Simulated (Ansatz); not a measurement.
C₂H₆F₂Si₂ (`C=C[Si](F)(F)[SiH3]`), relaxed with RKS PBE0-D4/def2-TZVP in the Gaussian-basis code of Ansatz from a PBE-D4/def2-SVP geometry. The force threshold is 0.005 eV/Å; the program also tests the step.

Total charge 0; spin multiplicity 1.

Start:

```xyz
12

C    -0.301   -2.083    1.130
C     0.493   -1.286    0.384
Si    0.392    0.569    0.487
F    -0.646    0.932    1.705
F     1.852    1.185    0.906
Si   -0.313    1.650   -1.474
H    -1.024   -1.663    1.850
H    -0.260   -3.183    1.058
H     1.203   -1.747   -0.326
H    -0.272    3.143   -1.300
H     0.592    1.261   -2.612
H    -1.717    1.224   -1.808
```

```csv
step,energy (eV),largest force (eV/Å),largest move (Å)
1,-23353.1773,1.311,0.000
2,-23353.2516,0.786,0.034
3,-23353.2715,0.126,0.038
4,-23353.2730,0.100,0.027
5,-23353.2745,0.223,0.026
6,-23353.2769,0.015,0.051
7,-23353.2770,0.012,0.008
8,-23353.2770,0.003,0.007
```

End:

```xyz
12

C    -0.312   -2.062    1.100
C     0.503   -1.271    0.405
Si    0.403    0.567    0.494
F    -0.587    0.943    1.689
F     1.837    1.154    0.881
Si   -0.323    1.635   -1.461
H    -1.061   -1.656    1.774
H    -0.263   -3.145    1.031
H     1.235   -1.728   -0.259
H    -0.287    3.111   -1.294
H     0.566    1.247   -2.589
H    -1.711    1.205   -1.772
```

Hardware: 2 threads of an AMD EPYC 7R13 on a shared host and a share of an NVIDIA H100 80 GB. Wall time 26 s, peak host memory 0.89 GiB.
